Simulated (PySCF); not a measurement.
# Potential energy of KP⁻ along the bond

Set-up: PySCF, no relativity, basis sets K aug-pcseg-1, P aug-pcseg-1. Energies in eV from K + P⁻ in their ground configurations at the same level. State: ⁴Σ⁻ (quartet), unpaired electrons σ ↑, π ↑↑.

```tsv
R (Å)	B3LYP	PW91
2.743	-0.764	-0.948
2.871	-0.936	-1.103
2.999	-1.032	-1.186
3.094	-1.068	-1.215
3.190	-1.082	-1.223
3.286	-1.080	-1.217
3.413	-1.059	-1.192
3.573	-1.015	-1.144
3.764	-0.948	-1.075
4.019	-0.852	-0.978
```

Question: Put a parabola through the three lowest points of the B3LYP curve and estimate Re, k and ωe (reduced mass 17.26 u; 1 eV/Å² = 0.16022 mdyn/Å; ωe = 1302.8·√(k/μ) cm⁻¹).

Answer: Through R = 3.094, 3.19, 3.286 Å the second-order coefficient is 0.868 eV/Å², so Re ≈ 3.226 Å, k ≈ 0.278 mdyn/Å and ωe ≈ 165 cm⁻¹. A polynomial fit of higher order to the unrounded B3LYP energies gives Re = 3.222 Å, k = 0.254 mdyn/Å, ωe = 158 cm⁻¹; anharmonicity and rounding make the difference.

The higher-order fit for each curve: B3LYP: Re = 3.222 Å, ωe = 158 cm⁻¹, De = 1.08 eV; PW91: Re = 3.191 Å, ωe = 160 cm⁻¹, De = 1.22 eV.

For an ion De counts to the pair picked by the measured ionisation energies or electron affinities, which need not be the lowest pair at this level. Counting both spins, an empty level lies below a filled one in some of these solutions, because spin and occupation are held. The highest Kohn–Sham level is positive in this anion. Much of that is self-interaction error, but it also means that the finite basis helps to hold the extra electron. The state was picked by a PBE0 search and need not be the measured ground state.
